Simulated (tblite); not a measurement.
AgI, triplet, at a GFN2-xTB geometry (such geometries of metal compounds can be far from the true shape) (the multiplicity is a formal guess); tblite 0.6.0 with GFN1-xTB.

Here is a job for tblite.
```
$ tblite run mol.xyz --method gfn1 --charge 0 --spin 2 --json tblite.json --no-restart

# file mol.xyz
2

Ag    -0.00000000    -0.00000000    -1.54269681
I      0.00000000     0.00000000     1.36805189
```

Q: Predict the main parts of the log of this tblite run.

A: 
```
xTB calculator
 | screened Coulomb repulsion
 | Coulomb electrostatics
 |  * isotropic Klopman-Ohno-Mataga-Nishimoto electrostatics
 |  * onsite third-order electrostatics
 | DFT-D3(BJ) dispersion correction

halogen bonding energy    0.0000000000000E+00 Eh
repulsion energy          1.0059412682971E-03 Eh
dispersion energy        -4.8945234519107E-04 Eh
number of electrons       1.8000000000000E+01 e
integral cutoff           3.0383276318896E+01 bohr

------------------------------------------------------------
  cycle        total energy    energy error   density error
------------------------------------------------------------
      1     -7.502442117910  -7.5029586E+00   5.4437176E-01
      2     -7.326292669213   1.7614945E-01   6.8591402E-01
      3     -7.678109672050  -3.5181700E-01   2.8882671E-01
      4     -7.609998981772   6.8110690E-02   2.5906652E-01
      5     -7.615985675876  -5.9866941E-03   2.7778467E-01
      6     -7.674135968110  -5.8150292E-02   7.3780164E-02
      7     -7.678658239924  -4.5222718E-03   3.1861883E-02
      8     -7.679218409944  -5.6017002E-04   1.7051866E-02
      9     -7.679542260762  -3.2385082E-04   2.0174780E-03
     10     -7.679532797490   9.4632714E-06   2.8115385E-03
     11     -7.679542344352  -9.5468611E-06   3.3067051E-04
     12     -7.679542410786  -6.6433981E-08   7.1677765E-05
     13     -7.679542416854  -6.0680954E-09   6.3638542E-06
------------------------------------------------------------

electronic energy        -7.6800589057768E+00 Eh
total energy             -7.6795424168537E+00 Eh

Post processing:
 | Mayer-Wiberg bond orders

[Info] JSON dump of results written to 'tblite.json'
```
